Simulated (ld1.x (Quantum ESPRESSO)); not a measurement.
## boron (B), ultrasoft: configuration errors across variants

```
Element                 : B
Generator               : ld1.x (Quantum ESPRESSO) 7.5
Type                    : ultrasoft
Functional              : PW91
Relativity              : scalar-relativistic
Frozen core             : [He]
Valence charge          : 3
Reference configuration : 2s2 2p1
Partial waves           : 2s (bound): rcut 1.20, rcutus 1.65 bohr; 2s channel at 2.95 Ry: rcut 1.20, rcutus 1.65 bohr; 2p (bound): rcut 1.80, rcutus 2.50 bohr; 2p channel at 1.9 Ry: rcut 1.80, rcutus 2.50 bohr; 3d channel at 0.45 Ry: rcut 1.80, rcutus 2.50 bohr; 3d channel at 2.45 Ry: rcut 1.80, rcutus 2.50 bohr
Local potential         : all-electron potential smoothed inside 1.30 bohr (lloc = -1)
Core correction         : Bessel-smoothed model core, default radius (core density twice the valence density)
Augmentation charge     : PSQ, radius 1.20 bohr
```

All-electron excitation energies from the reference (eV): (1) 2s2 2p0 8.268; (2) 2s1 2p0 33.736; (3) 2s2 2p0.5 2.911; (4) 2s2 2p1.3 -0.751; (5) 2s1 2p2 5.850; (6) 2s0 2p3 11.719; (7) 2s1 2p1 14.407.

The default core radius of the base comes out at 0.69 bohr.

The overlap operator is not positive definite (basis up to 400 Ry) in “base”, “waves 3d channel at 0.45 Ry: rcut 1.80, rcutus 3.84 bohr; 3d channel at 2.45 Ry: rcut 1.80, rcutus 3.84 bohr”, “augmentation PSQ, radius 0.95 bohr”, “all radii but the core radius scaled by about 0.85 (s 1.40, p 2.14, d 2.14 bohr, rcut 1.02/1.54/1.54); local potential all-electron potential smoothed inside 1.12 bohr (lloc = -1); augmentation PSQ, radius 1.02 bohr”, “core correction Bessel-smoothed model core inside 1.92 bohr”, “wave 3d channel at 0.45 Ry: rcut 1.80, rcutus 2.50 bohr becomes 3d channel at -0.13 Ry: rcut 1.80, rcutus 2.50 bohr”, “removed wave 3d channel at 2.45 Ry: rcut 1.80, rcutus 2.50 bohr”. Such files are unfit for use, however small their errors in these radial tests.

1 further variants failed, have other tests or another functional or relativity, and are left out.

Errors AE − PS in meV (a dash: test not solved or not reliable):

```csv
change,(1),(2),(3),(4),(5),(6),(7),bound ghosts
base,-1.2,+8.3,+57,+27,+6.4,+24,+411,not determined (overlap not positive)
"waves 3d channel at 0.45 Ry: rcut 1.80, rcutus 3.84 bohr; 3d channel at 2.45 Ry: rcut 1.80, rcutus 3.84 bohr",-1.2,+8.3,+57,+27,+6.4,+24,+411,not determined (overlap not positive)
"augmentation PSQ, radius 0.95 bohr",-0.4,+3.3,+57,+27,+11,+42,+426,not determined (overlap not positive)
"all radii but the core radius scaled by about 0.85 (s 1.40, p 2.14, d 2.14 bohr, rcut 1.02/1.54/1.54); local potential all-electron potential smoothed inside 1.12 bohr (lloc = -1); augmentation PSQ, radius 1.02 bohr",-0.5,+3.2,+0.7,+0.3,+4.9,+20,+8.2,not determined (overlap not positive)
type TM; waves now 2s (bound): rc 1.65 bohr; 3d channel at 0.45 Ry: rc 2.50 bohr; 2p (bound): rc 2.50 bohr; local potential the p channel,+38,+128,+3.9,0.0,-7.9,-32,-34,none
core correction Bessel-smoothed model core inside 1.92 bohr,+18,+73,+60,+28,+16,+62,+482,not determined (overlap not positive)
local potential all-electron potential smoothed inside 1.70 bohr (lloc = -1),-1.2,+8.3,+0.7,+0.5,+2.2,+8.7,+9.9,none
"wave 3d channel at 0.45 Ry: rcut 1.80, rcutus 2.50 bohr becomes 3d channel at -0.13 Ry: rcut 1.80, rcutus 2.50 bohr",-1.2,+8.3,+57,+27,+6.4,+24,+411,not determined (overlap not positive)
local potential all-electron potential smoothed inside 1.92 bohr (lloc = -1),-1.2,+8.3,+0.2,+0.2,+2.2,+8.7,+6.2,none
"removed wave 3d channel at 2.45 Ry: rcut 1.80, rcutus 2.50 bohr",-1.2,+8.3,+57,+27,+6.4,+24,+411,not determined (overlap not positive)
```

Give the same row for: waves 2p (bound): rcut 1.80, rcutus 3.56 bohr; 2p channel at 1.9 Ry: rcut 1.80, rcutus 3.56 bohr.

-2.0, +6.7, +0.3, +0.3, +1.8, +7.3, +9.4; bound ghosts: none.
